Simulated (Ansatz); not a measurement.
Scan of H3P (cation, charge +1), doublet: map of symmetric stretch and umbrella angle. Scanned: P-H bond length and angle between the P-H bonds and the threefold axis (90 = planar).

Cartesian coordinates as functions of the variables (Å; names that start with a are angles):
```
P  0  0  0
H  r*sin(a)*cos(0*2*pi/3+0)  r*sin(a)*sin(0*2*pi/3+0)  0+r*cos(a)
H  r*sin(a)*cos(1*2*pi/3+0)  r*sin(a)*sin(1*2*pi/3+0)  0+r*cos(a)
H  r*sin(a)*cos(2*2*pi/3+0)  r*sin(a)*sin(2*2*pi/3+0)  0+r*cos(a)
```

Calculation: CCSD on UHF/cc-pVDZ, frozen core run with Ansatz (a first-principles code).

Energy in eV above the lowest grid point; x is the P-H bond length (Å), y the angle between the P-H bonds and the threefold axis (90 = planar) (°).

| y \ x | 1.23 | 1.29 | 1.37 | 1.44 | 1.51 | 1.57 | 1.61 | 1.68 | 1.75 |
|---|---|---|---|---|---|---|---|---|---|
| 130 | 3.556 | 2.527 | 1.823 | 1.665 | 1.807 | 2.098 | 2.354 | 2.888 | 3.492 |
| 126.99 | 3.059 | 2.049 | 1.373 | 1.239 | 1.405 | 1.717 | 1.987 | 2.544 | 3.172 |
| 122.03 | 2.405 | 1.425 | 0.788 | 0.688 | 0.889 | 1.229 | 1.519 | 2.110 | 2.770 |
| 118.07 | 2.023 | 1.062 | 0.452 | 0.375 | 0.598 | 0.957 | 1.259 | 1.870 | 2.551 |
| 114.76 | 1.791 | 0.845 | 0.253 | 0.192 | 0.430 | 0.802 | 1.111 | 1.737 | 2.430 |
| 110.78 | 1.607 | 0.676 | 0.103 | 0.058 | 0.310 | 0.693 | 1.011 | 1.648 | 2.353 |
| 105.48 | 1.498 | 0.582 | 0.029 | 0.000 | 0.267 | 0.662 | 0.986 | 1.635 | 2.349 |
| 101.42 | 1.490 | 0.584 | 0.043 | 0.024 | 0.300 | 0.701 | 1.029 | 1.684 | 2.402 |
| 97.23 | 1.517 | 0.619 | 0.088 | 0.077 | 0.360 | 0.767 | 1.099 | 1.758 | 2.480 |
| 94.65 | 1.537 | 0.642 | 0.116 | 0.109 | 0.396 | 0.805 | 1.138 | 1.800 | 2.524 |
| 90 | 1.554 | 0.663 | 0.140 | 0.136 | 0.425 | 0.837 | 1.171 | 1.835 | 2.560 |

Points that lie below all their neighbours on the grid: x = 1.44, y = 105.48 (0.000 eV).
